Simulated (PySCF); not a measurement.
C₁₂H₈.
Numbering: `[CH:1]#[C:2]/[CH:3]=[C:4]1/[CH:5]=[CH:6][c:7]2[cH:8][cH:9][cH:10][cH:11][c:12]21` (hydrogens: H13 on C1; H14 on C3; H15 on C5; H16 on C6; H17 on C8; H18 on C9; H19 on C10; H20 on C11)

Theory: PBE0-D3(BJ)/def2-SVP geometry optimisation, gas phase (PySCF 2.14.0).

**Question.** List the bond lengths, angles and torsions at this level.

**Answer.** 
| bond | length (Å) |
| --- | --- |
| C1≡C2 | 1.216 |
| C2–C3 | 1.413 |
| C3=C4 | 1.359 |
| C4–C5 | 1.464 |
| C5=C6 | 1.355 |
| C6–C7 | 1.464 |
| C7–C8 | 1.390 |
| C8–C9 | 1.400 |
| C9–C10 | 1.395 |
| C10–C11 | 1.401 |
| C11–C12 | 1.389 |
| C4–C12 | 1.473 |
| C7–C12 | 1.417 |
| C1–H13 | 1.074 |
| C3–H14 | 1.096 |
| C5–H15 | 1.090 |
| C6–H16 | 1.090 |
| C8–H17 | 1.093 |
| C9–H18 | 1.093 |
| C10–H19 | 1.092 |
| C11–H20 | 1.090 |

A selection of angles:
| angle | degrees |
| --- | --- |
| C1–C2–C3 | 177.6 |
| C2–C3–C4 | 126.4 |
| C3–C4–C5 | 124.0 |
| C3–C4–C12 | 129.8 |
| C5–C4–C12 | 106.2 |
| C4–C5–C6 | 109.5 |
| C5–C6–C7 | 109.2 |
| C6–C7–C8 | 131.4 |
| C6–C7–C12 | 108.0 |
| C8–C7–C12 | 120.6 |
| C7–C8–C9 | 118.6 |
| C8–C9–C10 | 120.8 |
| C9–C10–C11 | 120.8 |
| C10–C11–C12 | 118.7 |
| C4–C12–C11 | 132.5 |
| C4–C12–C7 | 107.1 |
| C7–C12–C11 | 120.4 |

Dihedral angles: C2–C3–C4–C5 180° (antiperiplanar); C3–C4–C5–C6 180° (antiperiplanar); C4–C5–C6–C7 0° (synperiplanar); C5–C6–C7–C8 180° (antiperiplanar); C3–C4–C12–C11 0° (synperiplanar).

Of the pairs four or more bonds apart, C2···H20 is among the closest relative to their van der Waals radii: 2.65 Å, 91 % of the sum of Bondi's values. The C–C distances run from 1.216 Å (C1≡C2, drawn triple) to 1.473 Å (C4–C12, drawn single), a spread of 0.257 Å. The 6-membered ring C7–C8–C9–C10–C11–C12 has internal angles of 118.6° to 120.8°; it is planar, 0.00 Å rms from its mean plane, widest ring torsion 0°. The 12 heavy atoms lie in one plane (0.001 Å rms). The 5-membered ring C4–C5–C6–C7–C12 has internal angles of 106.2° to 109.5°; it is planar, 0.00 Å rms from its mean plane, widest ring torsion 0°.

Point group: Cs (every atom within 0.08 Å of its image). Not checked by PBE0-D3(BJ)/def2-SVP frequencies.

Cost: about 5 min of CPU time on one thread; the machine was shared, so the figure is rough. This is the geometry optimisation.
